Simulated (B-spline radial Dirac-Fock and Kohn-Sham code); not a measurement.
These are calculated numbers from a radial finite-basis atomic code; the model is relativistic Hartree-Fock (Dirac-Fock) wave functions, averaged over the configuration.

Q: This computed X-ray form factor belongs to an atom or ion in its tabulated ground configuration. Which?

| sin θ/λ (Å⁻¹) | f₀ |
| --- | --- |
| 0.2 | 49.696 |
| 0.25 | 47.253 |
| 0.4 | 39.560 |
| 0.5 | 34.934 |
| 0.7 | 27.583 |
| 1.4 | 15.857 |
| 2 | 11.355 |
| 2.5 | 8.353 |
| 4 | 4.749 |

A: Eu⁸⁺, with 55 electrons in [Kr] 4d10 4f5 5s2 5p2. f₀ tends to the number of electrons as s goes to zero, which the first rows give only roughly, and the rate of fall reflects the nuclear charge, 63.
